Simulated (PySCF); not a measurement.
Vertical excitations of a molecule C3H4O2Si from TDDFT-PBE/def2-SVPD (PySCF), as energy in eV (oscillator strength): 2.02 (0.000), 2.83 (0.001), 3.43 (0.002), 4.08 (0.000), 4.50 (0.051), 4.96 (0.024), 5.09 (0.000), 5.82 (0.006), 5.94 (0.088), 5.96 (0.019). Lowest triplet (TDA): 1.72 eV. Geometry optimised at B3LYP-D3(BJ)/def2-SVP. One conformer was computed; it need not be the lowest.

Problem. Which structure fits?
A. O=C1C=C[SiH2]O1
B. O=C1C=CO[SiH2]1
C. O=C1CC(=O)[SiH2]1
D. C#C[SiH2]C(=O)O

Solution. C, O=C1CC(=O)[SiH2]1
